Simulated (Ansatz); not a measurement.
Species: C2H4OSe, SMILES `CC(=O)[SeH]` (O–C–Se–H torsion 180°) (charge 0, multiplicity 1).

Give a relaxed geometry from B3LYP-D3(BJ)/def2-TZVP run with Ansatz (an electronic-structure program).

One answer among several that fit: the end point of this relaxation, one of several conformers (outside a Z-matrix the atoms follow the SMILES, hydrogens last).
Cartesian coordinates (Å) in one orientation:
```xyz
8

C     -0.748    -0.447     0.064
C      0.024     0.788    -0.322
O     -0.454     1.771    -0.804
Se     1.971     0.748     0.010
H     -0.635    -0.636     1.132
H     -1.799    -0.299    -0.179
H     -0.359    -1.312    -0.473
H      2.000    -0.612     0.574
```
